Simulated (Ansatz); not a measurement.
Abridged output of a molecular run in Ansatz:

```
Functional definition: HF
1223 factors; integrals over basis functions are off by at most 1.1e-3 eV
mean field evaluation 1: about -132742.8016 eV, gradient 2.3e1 eV
mean field evaluation 2: about -132742.8431 eV, gradient 2.3e1 eV
mean field evaluation 4: about -132744.4671 eV, gradient 3.0e0 eV
mean field evaluation 8: about -132744.4984 eV, gradient 8.6e-5 eV
mean field -132744.49835863 eV, -4878.2703372268 hartree, gradient 2.3e-6 eV, S^2 0.000000; 0 other end points of the search recorded, 0 dependent functions left out
20 core orbitals not correlated: weight in the atoms' cores, before any rotation towards them, 1.000 or more for the frozen orbitals, at most 0.000 for the correlated occupied ones
reference -132744.49835863 eV, -4878.2703372268 hartree; 23, 23 occupied and 79, 79 virtual orbitals, 1223 factors
second order -20.72728221 eV of doubles, -0.00000000 eV of singles
cycle   1  -21.04260982 eV  change   -3.2e-1 eV  update   9.4e-2
cycle   2  -21.60727140 eV  change   -5.6e-1 eV  update   2.8e-2
cycle   3  -21.67292995 eV  change   -6.6e-2 eV  update   1.2e-2
cycle   4  -21.66765358 eV  change    5.3e-3 eV  update   3.1e-3
cycle   5  -21.66983942 eV  change   -2.2e-3 eV  update   1.5e-3
cycle   6  -21.66942893 eV  change    4.1e-4 eV  update   5.1e-4
cycle   7  -21.66917064 eV  change    2.6e-4 eV  update   1.5e-4
cycle   8  -21.66919319 eV  change   -2.3e-5 eV  update   4.8e-5
perturbative correction -0.63098940 eV, -0.0231884327 hartree
Total energy: -132766.79854121 eV, -4879.0898538214 hartree
```

Its atoms:

Z-matrix (Å, degrees):
```
C
Se 1 1.950
H 1 1.087 2 109.8
H 1 1.088 2 110.4 3 -122.5
H 1 1.091 2 106.2 3 118.8
Se 2 2.308 1 100.6 3 58.2
C 6 1.950 2 100.6 1 86.2
H 7 1.087 6 109.8 2 58.2
H 7 1.088 6 110.4 2 -64.2
H 7 1.091 6 106.2 2 177.0
```

(1) Which basis set was used?
A. def2-TZVPPD
B. def2-SVPD
C. def2-TZVPP
D. def2-SVP

(2) Write the keys of the input that set method, charge and spin (a neutral closed shell needs none for the last two).

## Answers

(1) D. It gives 122 functions.

(2) 
```yaml
correlation: {method: ccsd_t}
```
